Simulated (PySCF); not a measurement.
Stepwise substitution at one centre (Si NH2-OCH3). All species are isolated molecules in the gas phase. One relaxed conformer stands for each flexible species; it need not be the lowest. Strings in code marks are SMILES.

The numbers are results of PBE-D3(BJ)/def2-TZVP // r2SCAN-D4/def2-SVP run with PySCF 2.14.0, not measurements. Excitations are Tamm–Dancoff values on a coarser integration grid. The basis has no diffuse functions, so Rydberg states are missing or too high.

```csv
species,T1 excitation (TDA) (eV),S1 oscillator strength
0 of 4 NH2 replaced by OCH3 (`N[Si](N)(N)N`),5.16,(withheld)
1 of 4 NH2 replaced by OCH3 (`N[Si](N)(OC)N`),(withheld),0.021
2 of 4 NH2 replaced by OCH3 (`CO[Si](N)(N)OC`),5.72,0.027
3 of 4 NH2 replaced by OCH3,5.79,0.032
4 of 4 NH2 replaced by OCH3,6.54,0.001
```

Q: What belongs in the gaps?

A: 
- 0 of 4 NH2 replaced by OCH3 (`N[Si](N)(N)N`), S1 oscillator strength: 0.000
- 1 of 4 NH2 replaced by OCH3 (`N[Si](N)(OC)N`), T1 excitation (TDA) (eV): 5.24
